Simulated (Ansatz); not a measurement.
CHFI, SMILES `F[CH]I` radical. Charge 0, multiplicity 2. I: def2 effective core potential. All single points use the PBE0-D4/def2-TZVP geometry.

```xyz
4

F    -0.324   -0.020    1.328
C    -0.102   -0.289    0.051
I     1.432    0.756   -0.848
H    -1.006   -0.447   -0.531
```

Problem. What is the dipole moment at ωB97M-V/def2-TZVPP? (Best estimate.)

Solution. Ansatz gave: 1.00 D, with components (-0.51, -0.02, -0.86) D in this frame, pointing from negative to positive charge.

Problem. And with PBE, r2SCAN, B3LYP? (Best estimate.)

Solution. The calculation gave: PBE 0.89 D, r2SCAN 0.98 D, B3LYP 1.01 D.

Problem. Give the Mulliken charges with ωB97M-V, B3LYP, PBE in def2-TZVPP. (Estimate.)

Solution. Computed: 
```tsv
atom	ωB97M-V	B3LYP	PBE
F1	-0.15	-0.15	-0.11
C2	-0.06	-0.03	-0.05
I3	0.07	0.06	0.04
H4	0.14	0.13	0.11
```

B3LYP here is the variant with VWN-RPA as its local correlation; programs differ in this.
